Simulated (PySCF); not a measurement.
C₂H₆GeO₂, SMILES C=C[O][GeH2][OH].

Geometry: PBE-D3(BJ)/def2-SVP. This is a generated structure with no PubChem entry under its InChIKey; it may be hypothetical. The values are those of a single conformer.

Calculation: PBE-D3(BJ)/def2-SVP (PySCF).

Frequencies are harmonic and unscaled.

Computed harmonic wavenumbers and intensities:
| mode | ν (cm⁻¹) | IR (km/mol) | moving atoms (share of kinetic energy) |
|---|---|---|---|
| 1 | 59 | 0.1 | O 41 %, C 35 %, H 23 % |
| 2 | 74 | 2.8 | H 44 %, O 26 %, C 26 % |
| 3 | 169 | 3.8 | O 42 %, C 28 %, H 24 % |
| 4 | 214 | 20.9 | O 50 %, H 36 %, Ge 12 % |
| 5 | 296 | 129.6 | H 61 %, O 33 % |
| 6 | 377 | 24.9 | C 51 %, H 24 %, Ge 21 % |
| 7 | 539 | 44.5 | H 84 %, Ge 9 % |
| 8 | 647 | 15.9 | H 61 %, O 26 %, C 8 % |
| 9 | 680 | 12.2 | H 59 %, O 36 % |
| 10 | 690 | 46.9 | H 54 %, O 23 %, C 18 % |
| 11 | 692 | 77.9 | O 58 %, H 21 %, Ge 15 % |
| 12 | 777 | 139.0 | H 95 % |
| 13 | 800 | 39.4 | H 66 %, C 33 % |
| 14 | 808 | 53.6 | H 97 % |
| 15 | 906 | 104.9 | H 90 % |
| 16 | 937 | 17.2 | H 88 %, C 12 % |
| 17 | 970 | 54.9 | H 43 %, O 31 %, C 25 % |
| 18 | 1175 | 241.6 | C 46 %, O 32 %, H 22 % |
| 19 | 1294 | 18.0 | H 87 %, C 9 % |
| 20 | 1358 | 18.6 | H 80 %, C 19 % |
| 21 | 1666 | 213.1 | C 87 %, H 12 % |
| 22 | 2106 | 65.8 | H 99 % |
| 23 | 2131 | 110.5 | H 98 % |
| 24 | 3025 | 22.9 | H 92 %, C 8 % |
| 25 | 3099 | 0.1 | H 94 % |
| 26 | 3206 | 2.9 | H 89 %, C 11 % |
| 27 | 3726 | 65.3 | H 94 % |
